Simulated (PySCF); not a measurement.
Correlation energy of Ne⁺ (neon, charge +1)

[He] 2s2 2p5, 2P determinant. Computed with PySCF 2.14 in x2c-TZVPPall, with the spin-free X2C one-electron Hamiltonian (Gaussian nucleus). Frozen: 1s2; 7 electrons correlated.

MP2 pair energies summed by pair of shells (mhartree):

| pair | energy | share (%) |
| --- | --- | --- |
| 2p-2p | -120.29 | 62.2 |
| 2s-2p | -63.58 | 32.9 |
| 2s-2s | -9.59 | 5.0 |

Total MP2 correlation energy: -193.47 mhartree.

Same-spin part -46.37 and opposite-spin part -147.09 mhartree; SCS-MP2 scales them by 1/3 and 6/5 to -191.97 mhartree.
